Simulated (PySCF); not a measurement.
# Partial charges of `c1ccc(C2CCCC2)cc1`

C11H14.
Cartesian coordinates in Å at the PBE0-D3(BJ)/def2-SVP level; atoms count from 1:
```
atom  x, y, z in Å
C1     3.0937    0.0643   -0.0759
C2     2.5912   -0.5319   -1.2299
C3     1.2186   -0.7364   -1.3711
C4     0.3228   -0.3510   -0.3693
C5    -1.1622   -0.5533   -0.5368
C6    -1.8633   -1.2734    0.6525
C7    -2.9112   -0.2918    1.1854
C8    -3.2902    0.5298   -0.0429
C9    -1.9391    0.7759   -0.7058
C10    0.8438    0.2490    0.7859
C11    2.2126    0.4546    0.9334
H12    4.1682    0.2244    0.0391
H13    3.2712   -0.8433   -2.0267
H14    0.8311   -1.2084   -2.2785
H15   -1.3066   -1.1582   -1.4453
H16   -2.3572   -2.1866    0.2853
H17   -1.1468   -1.5953    1.4223
H18   -3.7660   -0.7918    1.6658
H19   -2.4611    0.3737    1.9425
H20   -3.8325    1.4576    0.1962
H21   -3.9395   -0.0663   -0.7079
H22   -2.0070    1.0871   -1.7590
H23   -1.4080    1.5799   -0.1698
H24    0.1656    0.5606    1.5858
H25    2.5961    0.9225    1.8436
```

Density: PBE0/pcSseg-1 (PySCF); schemes: Mulliken, IAO, Hirshfeld and ESP-fitted. One conformer (not necessarily the lowest) at the PBE0-D3(BJ)/def2-SVP geometry, without solvent, vibrations or thermal averaging.

Task: Give the atomic charges in each scheme.

Result: In e; atoms taken as equivalent share a row and are averaged (×n: the atom named and its like, n in all):

```json
{"atom": "C1", "environment": "aromatic CH carbon", "Mulliken": "-0.085", "IAO": "-0.158", "Hirshfeld": "-0.056", "ESP-fitted": "-0.115"}
{"atom": "C2/C11", "environment": "aromatic CH carbon", "Mulliken": "-0.079", "IAO": "-0.148", "Hirshfeld": "-0.052", "ESP-fitted": "-0.179"}
{"atom": "C3/C10", "environment": "aromatic CH carbon", "Mulliken": "-0.044", "IAO": "-0.160", "Hirshfeld": "-0.053", "ESP-fitted": "-0.134"}
{"atom": "C4", "environment": "substituted aromatic carbon", "Mulliken": "-0.176", "IAO": "+0.013", "Hirshfeld": "+0.009", "ESP-fitted": "-0.063"}
{"atom": "C5", "environment": "benzylic-type carbon", "Mulliken": "-0.257", "IAO": "-0.117", "Hirshfeld": "-0.021", "ESP-fitted": "+0.154"}
{"atom": "C6/C9", "environment": "ring CH2 carbon", "Mulliken": "-0.142", "IAO": "-0.257", "Hirshfeld": "-0.069", "ESP-fitted": "-0.113"}
{"atom": "C7/C8", "environment": "ring CH2 carbon", "Mulliken": "-0.229", "IAO": "-0.254", "Hirshfeld": "-0.070", "ESP-fitted": "-0.074"}
{"atom": "H12", "environment": "aromatic hydrogen", "Mulliken": "+0.093", "IAO": "+0.149", "Hirshfeld": "+0.048", "ESP-fitted": "+0.133"}
{"atom": "H13/H25", "environment": "aromatic hydrogen", "Mulliken": "+0.092", "IAO": "+0.149", "Hirshfeld": "+0.049", "ESP-fitted": "+0.144"}
{"atom": "H14/H24", "environment": "aromatic hydrogen", "Mulliken": "+0.073", "IAO": "+0.141", "Hirshfeld": "+0.045", "ESP-fitted": "+0.136"}
{"atom": "H15", "environment": "methine hydrogen", "Mulliken": "+0.108", "IAO": "+0.128", "Hirshfeld": "+0.035", "ESP-fitted": "+0.019"}
{"atom": "H16/H22", "environment": "methylene hydrogen", "Mulliken": "+0.124", "IAO": "+0.134", "Hirshfeld": "+0.037", "ESP-fitted": "+0.041"}
{"atom": "H17/H23", "environment": "methylene hydrogen", "Mulliken": "+0.126", "IAO": "+0.133", "Hirshfeld": "+0.033", "ESP-fitted": "+0.041"}
{"atom": "H18/H21", "environment": "methylene hydrogen", "Mulliken": "+0.118", "IAO": "+0.129", "Hirshfeld": "+0.037", "ESP-fitted": "+0.039"}
{"atom": "H19/H20", "environment": "methylene hydrogen", "Mulliken": "+0.120", "IAO": "+0.128", "Hirshfeld": "+0.036", "ESP-fitted": "+0.035"}
```

Mean size of the charges over all atoms: IAO 0.153 e, Mulliken 0.121 e, ESP-fitted 0.094 e, Hirshfeld 0.045 e. Each set sums to the total charge, 0, to within 0.001 e. The ESP scheme fits charges at the nuclei, held to the total charge, to the electrostatic potential on points at 1.4 to 2.0 times the van der Waals radii. The Hirshfeld scheme weights the molecular density at each point by an atom's share of the summed free-atom densities.

Some averages cover members that differ in this geometry: C6/C9, ESP-fitted -0.186 to -0.040; C3/C10, ESP-fitted -0.194 to -0.074; C7/C8, ESP-fitted -0.120 to -0.028; C2/C11, ESP-fitted -0.213 to -0.145 e.

Lowest charge. The schemes don't all agree: Mulliken C5 (-0.257); IAO C6/C9 (-0.257); Hirshfeld C7/C8 (-0.070); ESP-fitted C2/C11 (-0.179).

Highest charge. The schemes don't all agree: Mulliken H17/H23 (+0.126); IAO H12 and H13/H25 (+0.149); Hirshfeld H13/H25 (+0.049); ESP-fitted C5 (+0.154).

Task: How closely do the schemes follow one another over all atoms?

Result: Correlation coefficient and root-mean-square difference: IAO with Hirshfeld 0.99, 0.115 e; Mulliken with IAO 0.89, 0.076 e; Mulliken with Hirshfeld 0.84, 0.095 e; Hirshfeld with ESP-fitted 0.80, 0.079 e; IAO with ESP-fitted 0.74, 0.109 e; Mulliken with ESP-fitted 0.51, 0.121 e.

Task: Sum the charges by element.

Result: 
| element | atoms | Mulliken | IAO | Hirshfeld | ESP-fitted |
| --- | --- | --- | --- | --- | --- |
| C | 11 | -1.507 | -1.901 | -0.554 | -1.025 |
| H | 14 | +1.506 | +1.901 | +0.555 | +1.025 |

Task: How many electrons does the Hirshfeld scheme count on C3?

Result: Its own charge is -0.055 e, so Z − q = 6.055.
